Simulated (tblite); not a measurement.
Species: C₅H₁₁N₂Si (doublet state).
Numbering: `[CH3:1][CH2:2][SiH2:3][N:4]1[CH:5][NH:6][CH:7]=[CH:8]1` (hydrogens: H9, H10, H11 on C1; H12, H13 on C2; H14, H15 on Si3; H16 on C5; H17 on N6; H18 on C7; H19 on C8)

Structure used (GFN2-xTB), in Å, numbered top down from 1:
```xyz
19
C5H11N2Si angstrom
C      3.2311   -0.1781   -0.4857
C      1.8056   -0.5693   -0.1184
Si     0.5509    0.7472   -0.6706
N     -1.0081    0.2846   -0.0749
C     -1.5437   -1.0170   -0.0107
N     -2.8413   -0.8891    0.5287
C     -3.1559    0.4487    0.5262
C     -2.0587    1.1483    0.1889
H      3.3222   -0.0320   -1.5595
H      3.5106    0.7522    0.0031
H      3.9418   -0.9469   -0.1855
H      1.5730   -1.5274   -0.5862
H      1.7460   -0.7273    0.9601
H      0.6235    0.8536   -2.1430
H      0.7829    2.0691   -0.0786
H     -0.9135   -1.8000    0.3808
H     -3.5290   -1.6119    0.3944
H     -4.1310    0.7972    0.8039
H     -1.9160    2.2074    0.1347
```

Method: GFN2-xTB as coded in tblite; computed harmonic values from a numerical Hessian at the method's own geometry, unscaled. The method is semi-empirical: single wavenumbers can be off by several per cent or more. Modes of hydrogen on silicon can be 10 to 20 % off. One conformer, not necessarily the lowest. Open shells enter through the occupations alone, without spin polarisation, and single modes of such species can be off by tens of per cent.

Harmonic wavenumbers (cm⁻¹): 30.0, 55.7, 91.3, 125.3, 216.9, 240.1, 261.6, 381.3, 399.1, 452.6, 487.9, 529.4, 560.9, 672.8, 699.5, 735.5, 752.3, 767.2, 783.2, 790.5, 831.1, 898.3, 977.0, 1019.3, 1035.6, 1081.7, 1083.1, 1118.2, 1173.8, 1215.6, 1241.9, 1247.8, 1289.2, 1311.9, 1342.5, 1421.1, 1485.2, 1515.2, 1515.7, 1596.2, 2112.3, 2227.4, 2966.8, 2980.3, 3009.8, 3029.6, 3036.2, 3037.9, 3158.7, 3183.4, 3450.5.

A = 5164, B = 864.5, C = 768.0 MHz; mass 127.069 u (most abundant isotopes); point group C1, symmetry number 1; spin multiplicity 2.

Q: Zero-point energy?

A: ½Σν̃ = 32813 cm⁻¹ = 93.82 kcal/mol.

Q: What is S at 273.15 K and 1 bar for an ideal gas of classical rigid rotors and harmonic oscillators?

A: Translation 40.02, rotation 28.67, vibration 27.43, spin (R ln 2) 1.38: S = 97.5 cal/(mol K).

Q: And Cp and H(273.15 K) − H(0)?

A: Cp = 36.21 cal/(mol K), of which vibrations give 28.26 (their classical limit is 51 R = 101.3); H(273.15 K) − H(0) = 5.99 kcal/mol without the zero-point energy, 3.82 from vibrations.

Q: What must be added to the electronic energy to get the Gibbs energy at 273.15 K and 1 bar?

A: ZPE + [H(273.15 K) − H(0)] − T·S = 93.82 + 5.99 − 26.63 = 73.18 kcal/mol.

Q: How do the functions run with temperature in this model?

A: 
```json
{"T (K)": "150", "S (cal/(mol K))": "80.2", "Cp (cal/(mol K))": "23.0", "H − H(0) (kcal/mol)": "2.36", "G − H(0) (kcal/mol)": "-9.67", "ln q(vib)": "3.58"}
{"T (K)": "250", "S (cal/(mol K))": "94.4", "Cp (cal/(mol K))": "33.6", "H − H(0) (kcal/mol)": "5.19", "G − H(0) (kcal/mol)": "-18.42", "ln q(vib)": "6.16"}
{"T (K)": "298.15", "S (cal/(mol K))": "100.8", "Cp (cal/(mol K))": "38.9", "H − H(0) (kcal/mol)": "6.93", "G − H(0) (kcal/mol)": "-23.12", "ln q(vib)": "7.40"}
{"T (K)": "400", "S (cal/(mol K))": "113.7", "Cp (cal/(mol K))": "49.4", "H − H(0) (kcal/mol)": "11.44", "G − H(0) (kcal/mol)": "-34.05", "ln q(vib)": "10.04"}
{"T (K)": "600", "S (cal/(mol K))": "136.9", "Cp (cal/(mol K))": "64.9", "H − H(0) (kcal/mol)": "22.97", "G − H(0) (kcal/mol)": "-59.16", "ln q(vib)": "15.21"}
{"T (K)": "900", "S (cal/(mol K))": "166.2", "Cp (cal/(mol K))": "79.4", "H − H(0) (kcal/mol)": "44.82", "G − H(0) (kcal/mol)": "-104.77", "ln q(vib)": "22.55"}
```

q(vib) and H(0) count from the zero-point level.

Hindered rotation and anharmonicity are outside this model. Other conformers, if any are populated, would add a mixing term that is left out. The structure is chiral; the term R ln 2 for an equal mix with its mirror image is left out.
